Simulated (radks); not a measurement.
Excited configurations of the copper ion Cu3+: one electron is placed in a higher orbital outside [Ar] 3d7. The ground configuration is [Ar] 3d8. Calculated with a radial shooting solver on a logarithmic mesh with Libxc functionals: scalar-relativistic Kohn-Sham, PBE, spin-polarised, spherical densities, finite nucleus; open shells are filled with parallel spins first; Fermi nuclear charge, rms radius 3.8823 fm. Excitation = E - E(ground); binding = E(ion) - E, where the ion is the core of charge +4; n* = 4/sqrt(2 binding) in atomic units, and the quantum defect is n - n*.

| outer orbital | excitation (eV) | binding (eV) | n* | quantum defect | <r> (bohr) |
|---|---|---|---|---|---|
| 4p | 23.655 | 34.347 | 2.518 | 1.482 | 2.262 |
| 4f | 43.865 | 14.137 | 3.924 | 0.076 | 4.289 |
| 5p | 40.234 | 17.767 | 3.500 | 1.500 | 4.523 |
| 5d | 44.931 | 13.071 | 4.081 | 0.919 | 5.712 |
| 6s | 45.640 | 12.362 | 4.196 | 1.804 | 6.787 |
| 6p | 47.096 | 10.905 | 4.468 | 1.532 | 7.475 |
| 6d | 49.403 | 8.598 | 5.032 | 0.968 | 9.060 |
| 6f | 51.388 | 6.614 | 5.737 | 0.263 | 11.19 |
| 7s | 49.796 | 8.206 | 5.151 | 1.849 | 10.25 |
| 7p | 50.607 | 7.395 | 5.426 | 1.574 | 11.14 |
| 7f | 53.106 | 4.895 | 6.669 | 0.331 | 15.72 |

The Delta-SCF ionisation energy is 58.002 eV (NIST Atomic Spectra Database: 57.38 eV, semi-empirical). Self-interaction in the functional shifts the binding energies and quantum defects, so they are the method's values and not measured ones. Open shells are spherical and high-spin; term and fine-structure splittings are not resolved.
